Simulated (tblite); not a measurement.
C7H13 (doublet state).
Atom-mapped SMILES: `[CH3:1][CH:2][CH:3]1[CH2:4][CH2:5][CH2:6][CH2:7]1` (hydrogens: H8, H9, H10 on C1; H11 on C2; H12 on C3; H13, H14 on C4; H15, H16 on C5; H17, H18 on C6; H19, H20 on C7)

The geometry is computed with GFN2-xTB (gas phase). This method treats the open shell by occupation alone, without spin polarisation.

Question: Give the optimised bond lengths and angles.

Answer: 
```json
{"bond": "C1–C2", "length (Å)": "1.478", "order": "single"}
{"bond": "C2–C3", "length (Å)": "1.471", "order": "single"}
{"bond": "C3–C4, C3–C7", "length (Å)": "1.544", "order": "single"}
{"bond": "C4–C5, C6–C7", "length (Å)": "1.530", "order": "single"}
{"bond": "C5–C6", "length (Å)": "1.541", "order": "single"}
{"bond": "C1–H8, C1–H9, C1–H10", "length (Å)": "1.093", "order": "single"}
{"bond": "C2–H11", "length (Å)": "1.078", "order": "single"}
{"bond": "C3–H12", "length (Å)": "1.094", "order": "single"}
{"bond": "C4–H13, C7–H19", "length (Å)": "1.091", "order": "single"}
{"bond": "C4–H14, C7–H20", "length (Å)": "1.089", "order": "single"}
{"bond": "C5–H15, C6–H18", "length (Å)": "1.090", "order": "single"}
{"bond": "C5–H16, C6–H17", "length (Å)": "1.090", "order": "single"}
```

Bonds in one row agree within 0.01 Å and their mean is given. Orders are formal, as drawn. A selection of angles:
```json
{"angle": "C2–C1–H8", "degrees": "111.2"}
{"angle": "H8–C1–H9", "degrees": "108.6"}
{"angle": "H8–C1–H10", "degrees": "108.3"}
{"angle": "H9–C1–H10", "degrees": "106.2"}
{"angle": "C1–C2–C3", "degrees": "123.9"}
{"angle": "C1–C2–H11", "degrees": "118.0"}
{"angle": "C3–C2–H11", "degrees": "118.1"}
{"angle": "C2–C3–C4", "degrees": "114.0"}
{"angle": "C2–C3–H12", "degrees": "110.1"}
{"angle": "C4–C3–C7", "degrees": "100.7"}
{"angle": "C4–C3–H12", "degrees": "108.6"}
{"angle": "C3–C4–C5", "degrees": "104.6"}
{"angle": "C3–C4–H13", "degrees": "108.8"}
{"angle": "C3–C4–H14", "degrees": "111.8"}
{"angle": "C5–C4–H13", "degrees": "110.6"}
{"angle": "C5–C4–H14", "degrees": "112.6"}
{"angle": "H13–C4–H14", "degrees": "108.3"}
{"angle": "C4–C5–C6", "degrees": "105.9"}
{"angle": "C4–C5–H15", "degrees": "110.2"}
{"angle": "C4–C5–H16", "degrees": "111.1"}
{"angle": "C6–C5–H15", "degrees": "110.3"}
{"angle": "C6–C5–H16", "degrees": "111.7"}
{"angle": "H15–C5–H16", "degrees": "107.6"}
```

Dihedral angles: C1–C2–C3–C4 -119° (anticlinal); C2–C3–C4–C5 -163° (antiperiplanar); C3–C4–C5–C6 25° (synperiplanar); C4–C5–C6–C7 1° (synperiplanar); C5–C6–C7–C3 -26° (synperiplanar); C2–C3–C7–C6 164° (antiperiplanar). The mirror-image conformer, all signs reversed, is as good.

The 5-membered ring C3–C4–C5–C6–C7 has internal angles of 100.7° to 105.9°; it is puckered, 0.19 Å rms from its mean plane, widest ring torsion 41°. The 7 C–C bonds span 1.471 Å (C2–C3, drawn single) to 1.545 Å (C3–C4, drawn single), a spread of 0.074 Å. Of the pairs four or more bonds apart, H8···H12 is among the closest relative to their van der Waals radii: 2.32 Å, 97 % of the sum of Bondi's values. C2 (carbon bonded to 2 C and H) is planar (angles 123.9°, 118.1° and 118.0°, sum 360.0°, 0.01 Å off the plane of its three neighbours).

Point group: near Cs, missed by 0.20 Å at most; the miss may be what the optimiser left on a soft mode. Its lowest GFN2-xTB frequency is 10i cm⁻¹, too small to tell a flat minimum from a shallow saddle.

The run took 0.39 s wall on one thread, Arm Neoverse V2 (aarch64), shared host. This is the geometry optimisation.
